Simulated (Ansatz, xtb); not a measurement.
Ranking isomers of C4H2BrFSe

6 gas-phase structures of C4H2BrFSe, from a drawn sample of its isomers (lower ones may exist). Each was relaxed with GFN2-xTB:

A. `Fc1[se]ccc1Br`, a singlet
B. `Fc1cc(Br)c[se]1`, a singlet
C. `Fc1ccc(Br)[se]1`, a singlet
D. `Fc1c[se]c(Br)c1`, a singlet
E. `Fc1c[se]cc1Br`, a singlet
F. `Fc1cc[se]c1Br`, a singlet

Problem. Which do you expect lowest at r2SCAN-D4/def2-SVP, and how would the others follow?

Solution. Calculated order at r2SCAN-D4/def2-SVP: E (0.0), D (4.1), F (7.5), B (11.6), A (17.1), C (19.1) kJ/mol. Less than 1 kcal/mol parts E and D; D and F; F and B; A and C, so the order within those pairs means little.

Energies above the lowest of each column, in kJ/mol; the last columns are at PBE0-D3(BJ)/def2-SVP geometries:

```tsv
structure	GFN2-xTB	HF/STO-3G	r2SCAN-D4/def2-SVP	PBE0-D3(BJ)/def2-SVP	CCSD(T)/def2-SVP + ΔMP2/def2-TZVPP
E	2.9	2.5	0.0	0.0	0.0
D	7.1	5.2	4.1	3.8	4.1
F	16.1	6.7	7.5	6.9	7.8
B	0.0	0.0	11.6	12.1	11.9
A	9.7	2.4	17.1	16.9	16.9
C	12.0	4.7	19.1	18.8	20.2
```

CCSD(T)/def2-SVP + ΔMP2/def2-TZVPP puts E lowest, with D within 1 kcal/mol; GFN2-xTB picks B, HF/STO-3G picks B. ΔMP2 is the change of the MP2 energy from the smaller to the larger basis.

Over these structures GFN2-xTB departs from r2SCAN-D4/def2-SVP by 6.8 kJ/mol on average once a common shift is removed. A GFN2-xTB relaxation took about 0.24 s and the r2SCAN-D4/def2-SVP energy about 7.5 s on a shared host (Ansatz 0.2.0, xtb 6.7.1).
